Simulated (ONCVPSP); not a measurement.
# Reading a pseudo-wave (Ni)

Columns: radius, all-electron u(r) and pseudo u(r) of the 3s shell (level -110.50 eV) of nickel in the configuration [Ne] 3s2 3p6 3d8 4s2; LDA (Perdew-Zunger), scalar-relativistic, ONCV scheme, ONCVPSP 4.0.1.

| r (bohr) | all-electron | pseudo |
| --- | --- | --- |
| 0.060 | 0.1307 | 0.1560 |
| 0.120 | -0.5255 | 0.3109 |
| 0.180 | -0.6836 | 0.4632 |
| 0.240 | -0.4309 | 0.6105 |
| 0.300 | -0.0034 | 0.7497 |
| 0.360 | 0.4321 | 0.8767 |
| 0.420 | 0.7927 | 0.9868 |
| 0.480 | 1.0510 | 1.0757 |
| 0.540 | 1.2095 | 1.1396 |
| 0.600 | 1.2842 | 1.1763 |
| 0.660 | 1.2936 | 1.1848 |
| 0.720 | 1.2570 | 1.1667 |
| 0.780 | 1.1898 | 1.1247 |
| 0.840 | 1.1044 | 1.0631 |
| 0.900 | 1.0097 | 0.9870 |
| 0.960 | 0.9122 | 0.9018 |
| 1.020 | 0.8164 | 0.8126 |
| 1.080 | 0.7251 | 0.7240 |
| 1.140 | 0.6399 | 0.6396 |
| 1.200 | 0.5617 | 0.5615 |
| 1.260 | 0.4910 | 0.4908 |
| 1.320 | 0.4275 | 0.4274 |
| 1.380 | 0.3711 | 0.3709 |
| 1.440 | 0.3212 | 0.3211 |
| 1.500 | 0.2774 | 0.2773 |
| 1.560 | 0.2391 | 0.2390 |

Q: How many radial nodes do the two functions have?

A: The all-electron 3s function has n − l − 1 = 2; the pseudo-wave has 0, since the states of the same l below it are removed with the core.

Q: At about which radius was the pseudo-wave matched?

A: 1.20 bohr, where the columns begin to agree (steps of 0.06 bohr).

Q: Is the pseudo-wave norm-conserving?

A: Yes: the ONCV scheme keeps the norm inside the radius equal to the all-electron one, which fixes the energy derivative of the logarithmic derivative at the level.
